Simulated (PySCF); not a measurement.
Ti (SMILES [Ti+]), charge +1, quartet; DF-HF/pc-2 run with PySCF.

PySCF was given this input:
```python
from pyscf import gto, scf

mol = gto.Mole()
mol.atom = '''
    Ti    0.00000000    0.00000000    0.00000000
'''
mol.basis = 'pc-2'
mol.charge = 1
mol.spin = 3
mol.verbose = 5
mol.build()

mf = scf.UHF(mol)
mf = mf.density_fit(auxbasis='def2-universal-jkfit')
mf.kernel()
mf.analyze()
```

Q: Predict the main parts of the log of this PySCF run.

A: 
```
PySCF version 2.14.0

[INPUT] verbose = 5
[INPUT] max_memory = 4000
[INPUT] num. atoms = 1
[INPUT] num. electrons = 21
[INPUT] charge = 1
[INPUT] spin (= nelec alpha-beta = 2S) = 3
[INPUT] symmetry False subgroup None
[INPUT] Mole.unit = angstrom
[INPUT] Symbol           X                Y                Z      unit          X                Y                Z       unit  Magmom
[...]
[INPUT] ---------------- BASIS SET ----------------
[INPUT] l, kappa, [nprim/nctr], expnt,             c_1 c_2 ...
[INPUT] Ti
[...]
                                103380            0.00057071 -0.00011075 3.7482e-05 1.7314e-05    0    0
                                23528             0.0029919 -0.00058162 0.00019626 9.0742e-05    0    0
                                6663.1            0.012492 -0.0024421 0.00082804 0.00038241    0    0
                                2172.9            0.043933 -0.0087303 0.0029496 0.0013646    0    0
                                783.5             0.13018 -0.026979 0.0092194 0.0042594    0    0
                                304.39            0.30737 -0.070535 0.024166 0.011208    0    0
                                125.27             0.5 -0.14259 0.05073 0.02352    0    0
                                53.296            0.41692 -0.17698 0.065161 0.030615    0    0
                                21.701            0.088934 0.057112 -0.021784 -0.010688    0    0
                                9.7375            -0.007125  0.5 -0.28775 -0.14079    0    0
                                4.262             0.0027485 0.40533 -0.31138 -0.16607    0    0
                                1.3594            -0.0009215 0.033798  0.5 0.34077    0    0
                                0.54108           0.00038132 -0.0060455 0.49112  0.5    0    0
                                0.098522             0    0    0    0    1    0
                                0.037168             0    0    0    0    0    1
[...]
                                554.43            0.0076044 -0.0020475    0    0
                                178.54            0.040013 -0.010909    0    0
                                67.006            0.1416 -0.039683    0    0
                                27.688            0.3392 -0.1001    0    0
                                11.99              0.5 -0.15668    0    0
                                5.264             0.34642 -0.061655    0    0
                                2.1443            0.058946 0.32538    0    0
                                0.88504           -0.0040109  0.5    0    0
                                0.33961              0    0    1    0
                                0.074                0    0    0    1
[...]
                                25.764            0.023345    0    0
                                9.4975            0.095972    0    0
                                3.7279            0.25973    0    0
                                1.556             0.43407    0    0
                                0.63471            0.5    0    0
                                0.24526              0    1    0
                                0.085776             0    0    1
[...]
                                0.539                0    1
[...]
nuclear repulsion = 0
number of shells = 5
number of NR pGTOs = 112
number of NR cGTOs = 56
basis = pc-2
ecp = {}

******** <class 'pyscf.df.df_jk.DFUHF'> ********
method = DFUHF
initial guess = minao
damping factor = 0
level_shift factor = 0
DIIS = <class 'pyscf.scf.diis.CDIIS'>
diis_start_cycle = 1
diis_space = 8
diis_damp = 0
SCF conv_tol = 1e-09
SCF conv_tol_grad = None
SCF max_cycles = 50
direct_scf = False
number electrons alpha = 12  beta = 9
Set gradient conv threshold to 3.16228e-05
******** <class 'pyscf.df.df.DF'> ********
auxbasis = def2-universal-jkfit
num shells = 58, num cGTOs = 264
size of aux basis 264
int3c2e [1/1], AO [0:5], nrow = 1596
E1 = -1163.0065017581258  E2 = 315.19402278811907  Ecoul = 355.7145758523691  Exc = -40.52055306425001
init E= -847.812478970007
cond(S) = 3717.895487929465

  alpha mo_energy =
[-1.83208739e+02 -2.14023013e+01 -1.77698530e+01 -1.77698530e+01
 -1.77698530e+01 -2.88078328e+00 -1.79994870e+00 -1.79994870e+00
 -1.79994870e+00 -2.22298754e-01  5.46068245e-02  5.46068245e-02
  5.46068245e-02  5.46068245e-02  5.46068245e-02  7.52712269e-02
  7.52712269e-02  7.52712269e-02  1.90135014e-01  2.94799835e-01
  2.94799835e-01  2.94799835e-01  2.94799835e-01  2.94799835e-01
  1.08850706e+00  1.08850706e+00  1.08850706e+00  1.11579453e+00
  1.11579453e+00  1.11579453e+00  1.11579453e+00  1.11579453e+00
  1.67315252e+00  1.67315252e+00  1.67315252e+00  1.67315252e+00
  1.67315252e+00  1.67315252e+00  1.67315252e+00  3.03750851e+00
  5.27048096e+00  5.27048096e+00  5.27048096e+00  5.27048096e+00
  5.27048096e+00  5.27048096e+00  5.27048096e+00  5.27048096e+00
  5.27048096e+00  6.86775977e+00  6.86775977e+00  6.86775977e+00
  6.86775977e+00  6.86775977e+00  6.86775977e+00  6.86775977e+00]
  beta  mo_energy =
[-1.83208739e+02 -2.14023013e+01 -1.77698530e+01 -1.77698530e+01
 -1.77698530e+01 -2.88078328e+00 -1.79994870e+00 -1.79994870e+00
 -1.79994870e+00 -2.22298754e-01  5.46068245e-02  5.46068245e-02
  5.46068245e-02  5.46068245e-02  5.46068245e-02  7.52712269e-02
  7.52712269e-02  7.52712269e-02  1.90135014e-01  2.94799835e-01
  2.94799835e-01  2.94799835e-01  2.94799835e-01  2.94799835e-01
  1.08850706e+00  1.08850706e+00  1.08850706e+00  1.11579453e+00
  1.11579453e+00  1.11579453e+00  1.11579453e+00  1.11579453e+00
  1.67315252e+00  1.67315252e+00  1.67315252e+00  1.67315252e+00
  1.67315252e+00  1.67315252e+00  1.67315252e+00  3.03750851e+00
  5.27048096e+00  5.27048096e+00  5.27048096e+00  5.27048096e+00
  5.27048096e+00  5.27048096e+00  5.27048096e+00  5.27048096e+00
  5.27048096e+00  6.86775977e+00  6.86775977e+00  6.86775977e+00
  6.86775977e+00  6.86775977e+00  6.86775977e+00  6.86775977e+00]
multiplicity <S^2> = 3.75  2S+1 = 4
[...]
converged SCF energy = -848.194958522671  <S^2> = 3.752719  2S+1 = 4.0013593
Total Energy =                        -848.194958522671186
[...]
0 Ti 5dxy        0.00000  -0.00000   0.00000  -0.00000  -0.00000
0 Ti 5dyz       -0.00000   0.00000  -0.00000  -0.00000   0.00000
0 Ti 5dz^2       0.00000   0.00000  -0.00000  -0.00000   0.00000
0 Ti 5dxz       -0.00000  -0.00000  -0.00000   0.00000   0.00000
0 Ti 5dx2-y2     0.00000  -0.00000   0.00000  -0.00000  -0.00000
0 Ti 4f-3       -0.02924  -0.00132  -0.03224   0.07629   0.31030
0 Ti 4f-2       -0.02070  -0.11709  -0.00080   0.34333   0.05304
0 Ti 4f-1        0.26347  -0.03894   0.22098  -0.18816   0.08030
0 Ti 4f+0        0.10811  -0.01545   0.08979   0.05229   0.27756
0 Ti 4f+1       -0.25138  -0.29812   0.24387  -0.06901  -0.00768
0 Ti 4f+2        0.21044  -0.03614   0.17935   0.22202  -0.19238
0 Ti 4f+3       -0.17164   0.33716   0.26409   0.06297   0.01422
0 Ti 5f-3        0.05517   0.00248   0.06083  -0.14371  -0.58452
0 Ti 5f-2        0.03906   0.22091   0.00151  -0.64674  -0.09992
0 Ti 5f-1       -0.49708   0.07346  -0.41692   0.35444  -0.15127
0 Ti 5f+0       -0.20397   0.02915  -0.16941  -0.09850  -0.52284
0 Ti 5f+1        0.47426   0.56245  -0.46011   0.13000   0.01447
0 Ti 5f+2       -0.39702   0.06818  -0.33838  -0.41822   0.36238
0 Ti 5f+3        0.32382  -0.63610  -0.49825  -0.11862  -0.02678
0 Ti 5g-4       -0.00000   0.00000  -0.00000  -0.00000   0.00000
0 Ti 5g-3       -0.00000   0.00000   0.00000   0.00000  -0.00000
0 Ti 5g-2       -0.00000   0.00000  -0.00000   0.00000   0.00000
0 Ti 5g-1       -0.00000   0.00000  -0.00000   0.00000  -0.00000
0 Ti 5g+0        0.00000  -0.00000   0.00000  -0.00000   0.00000
0 Ti 5g+1        0.00000   0.00000   0.00000   0.00000  -0.00000
0 Ti 5g+2       -0.00000   0.00000   0.00000   0.00000  -0.00000
0 Ti 5g+3        0.00000  -0.00000   0.00000   0.00000   0.00000
0 Ti 5g+4       -0.00000   0.00000  -0.00000  -0.00000  -0.00000
               #56
0 Ti 1s         -0.00000
0 Ti 2s          0.00000
0 Ti 3s         -0.00000
0 Ti 4s         -0.00000
0 Ti 5s          0.00000
0 Ti 6s          0.00000
0 Ti 2px        -0.00012
0 Ti 2py         0.00009
0 Ti 2pz         0.00012
0 Ti 3px        -0.00168
0 Ti 3py         0.00125
0 Ti 3pz         0.00165
0 Ti 4px         0.00068
0 Ti 4py        -0.00051
0 Ti 4pz        -0.00067
0 Ti 5px        -0.00113
0 Ti 5py         0.00084
0 Ti 5pz         0.00111
0 Ti 3dxy        0.00000
0 Ti 3dyz       -0.00000
0 Ti 3dz^2      -0.00000
0 Ti 3dxz        0.00000
0 Ti 3dx2-y2    -0.00000
0 Ti 4dxy       -0.00000
0 Ti 4dyz        0.00000
0 Ti 4dz^2       0.00000
0 Ti 4dxz       -0.00000
0 Ti 4dx2-y2     0.00000
0 Ti 5dxy        0.00000
0 Ti 5dyz       -0.00000
0 Ti 5dz^2      -0.00000
0 Ti 5dxz       -0.00000
0 Ti 5dx2-y2    -0.00000
0 Ti 4f-3       -0.14772
0 Ti 4f-2        0.29153
0 Ti 4f-1        0.21115
0 Ti 4f+0       -0.11173
0 Ti 4f+1       -0.05458
0 Ti 4f+2       -0.22525
0 Ti 4f+3        0.04753
0 Ti 5f-3        0.27826
0 Ti 5f-2       -0.54916
0 Ti 5f-1       -0.39775
0 Ti 5f+0        0.21046
0 Ti 5f+1        0.10282
0 Ti 5f+2        0.42431
0 Ti 5f+3       -0.08953
0 Ti 5g-4        0.00000
0 Ti 5g-3        0.00000
0 Ti 5g-2        0.00000
0 Ti 5g-1        0.00000
0 Ti 5g+0        0.00000
0 Ti 5g+1       -0.00000
0 Ti 5g+2        0.00000
0 Ti 5g+3        0.00000
0 Ti 5g+4       -0.00000

To work with the spin densities directly, `use mulliken_meta_spin()` only printing them here.

 ** Mulliken spin pop alpha/beta on meta-lowdin orthogonal AOs **
 ** Mulliken Spin Density (per AO)  **
spin_pop of  0 Ti 1s        0.00000
spin_pop of  0 Ti 2s       -0.00000
spin_pop of  0 Ti 3s        0.00001
spin_pop of  0 Ti 4s        0.98416
spin_pop of  0 Ti 5s        0.01452
spin_pop of  0 Ti 6s        0.00127
spin_pop of  0 Ti 2px      -0.00000
spin_pop of  0 Ti 2py      -0.00000
spin_pop of  0 Ti 2pz      -0.00000
spin_pop of  0 Ti 3px      -0.00055
spin_pop of  0 Ti 3py      -0.00055
spin_pop of  0 Ti 3pz      -0.00055
spin_pop of  0 Ti 4px       0.00001
spin_pop of  0 Ti 4py       0.00001
spin_pop of  0 Ti 4pz       0.00001
spin_pop of  0 Ti 5px      -0.00001
spin_pop of  0 Ti 5py      -0.00001
spin_pop of  0 Ti 5pz      -0.00001
spin_pop of  0 Ti 3dxy      0.47334
spin_pop of  0 Ti 3dyz      0.74256
spin_pop of  0 Ti 3dz^2     0.04611
spin_pop of  0 Ti 3dxz      0.51892
spin_pop of  0 Ti 3dx2-y2    0.20353
spin_pop of  0 Ti 4dxy      0.00317
spin_pop of  0 Ti 4dyz      0.00498
spin_pop of  0 Ti 4dz^2     0.00031
spin_pop of  0 Ti 4dxz      0.00348
spin_pop of  0 Ti 4dx2-y2    0.00136
spin_pop of  0 Ti 5dxy      0.00052
spin_pop of  0 Ti 5dyz      0.00082
spin_pop of  0 Ti 5dz^2     0.00005
spin_pop of  0 Ti 5dxz      0.00057
spin_pop of  0 Ti 5dx2-y2    0.00022
spin_pop of  0 Ti 4f-3      0.00031
spin_pop of  0 Ti 4f-2      0.00051
spin_pop of  0 Ti 4f-1      0.00022
spin_pop of  0 Ti 4f+0      0.00023
spin_pop of  0 Ti 4f+1      0.00002
spin_pop of  0 Ti 4f+2      0.00034
spin_pop of  0 Ti 4f+3      0.00002
spin_pop of  0 Ti 5f-3      0.00000
spin_pop of  0 Ti 5f-2      0.00000
spin_pop of  0 Ti 5f-1      0.00000
spin_pop of  0 Ti 5f+0      0.00000
spin_pop of  0 Ti 5f+1      0.00000
spin_pop of  0 Ti 5f+2      0.00000
spin_pop of  0 Ti 5f+3      0.00000
spin_pop of  0 Ti 5g-4      0.00001
spin_pop of  0 Ti 5g-3      0.00002
spin_pop of  0 Ti 5g-2      0.00001
spin_pop of  0 Ti 5g-1      0.00000
spin_pop of  0 Ti 5g+0      0.00001
spin_pop of  0 Ti 5g+1      0.00001
spin_pop of  0 Ti 5g+2      0.00002
spin_pop of  0 Ti 5g+3      0.00000
spin_pop of  0 Ti 5g+4      0.00001
 ** Mulliken Spin Density (per atom)  **
spin density of  0 Ti =      3.00000
 ** Mulliken pop alpha/beta on meta-lowdin orthogonal AOs **
 ** Mulliken pop       alpha | beta **
In total            12.00000 | 9.00000
 ** Mulliken atomic charges   ( Nelec_alpha | Nelec_beta ) **
charge of  0Ti =      1.00000  (    12.00000      9.00000 )

WARN: System has nonzero charge 1; the dipole moment is origin-dependent.
Location of origin: [0. 0. 0.]

Dipole moment(X, Y, Z, Debye):  0.00000, -0.00000,  0.00000
```
